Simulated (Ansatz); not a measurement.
```yaml
crystal:
  periodic: [false, false, false]
  atoms:
    - {symbol: O, position_ang: [-0.656192, -1.281610, 0.451990]}
    - {symbol: W, position_ang: [0.134840, 0.262797, -0.092168]}
    - {symbol: F, position_ang: [1.418210, 0.152853, 1.229575]}
    - {symbol: F, position_ang: [-1.088745, 0.489835, -1.455145]}
    - {symbol: F, position_ang: [0.935613, 1.827146, -0.644265]}
    - {symbol: F, position_ang: [-0.924722, 1.280211, 1.025178]}
    - {symbol: F, position_ang: [1.254377, -0.637990, -1.250423]}
    - {symbol: H, position_ang: [-1.073392, -2.093253, 0.735258]}
basis:
  gaussian: {orbitals: def2-SVP, nuclear_model: gaussian}
total_charge: -1
magnetization: {spin_polarized: true, initial_magnetization: 7}
hamiltonian: {xc: {name: wB97}}
```

```sh
$ ansatz run in.yaml --threads 2 --pin off --events-out ev --progress --plain --max-ram 22528MiB --backend cpu
```

Output, abridged:

```
Functional definition: wB97
1248 factors; their error is unknown
317 factors; integrals over basis functions are off by at most 1.3e-5 eV
mean field evaluation 1: about -17440.8405 eV, gradient 1.7e1 eV
mean field evaluation 2: about -17440.6075 eV, gradient 2.7e1 eV
mean field evaluation 4: about -17443.0269 eV, gradient 8.2e0 eV
mean field evaluation 8: about -17443.5020 eV, gradient 3.7e-1 eV
mean field evaluation 16: about -17443.4340 eV, gradient 1.6e-1 eV
mean field evaluation 32: about -17444.1682 eV, gradient 5.8e-2 eV
mean field -17444.16850673 eV, -641.0613685404 hartree, gradient 6.3e-6 eV, S^2 15.773346; 6 other end points of the search recorded, 0 dependent functions left out
reference -17444.16849566 eV, -641.0613681334 hartree; 38, 31 occupied and 83, 90 virtual orbitals, 1248 factors
Total energy: -17444.16849566 eV, -641.0613681334 hartree
```

(1) What is wrong with this run?

Results:

(1) The spin is set far too high for this molecule. Self-consistency was reached. The result belongs to that input, not to the molecule as meant.
